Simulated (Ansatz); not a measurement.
```xyz
9

C    -1.198    0.630    0.633
C    -0.461   -0.334   -0.246
O    -1.035   -1.169   -0.907
In    1.724   -0.478   -0.547
H    -2.277    0.464    0.585
H    -0.844    0.521    1.663
H    -0.959    1.653    0.324
H     2.619   -1.615    0.393
H     2.432    0.328   -1.898
```

The species carries charge 0 and has multiplicity 1. In: def2 effective core potential.

Question: List the CAM-B3LYP/def2-TZVPP orbital energies in eV (Ansatz 0.2.0). (An estimate is asked.)

Answer: Computed: Occupied: -522.57, -281.22, -279.04, -129.31, -86.08, -85.72, -85.72, -30.91, -23.06, -22.86, -22.82, -22.80, -22.73, -22.48, -16.69, -14.85, -14.11, -13.90, -13.06, -11.91, -11.52, -9.65, -7.58. Lowest empty: -1.00, 0.52, 0.95, 1.59, 1.80, 2.26, 2.84, 3.35.
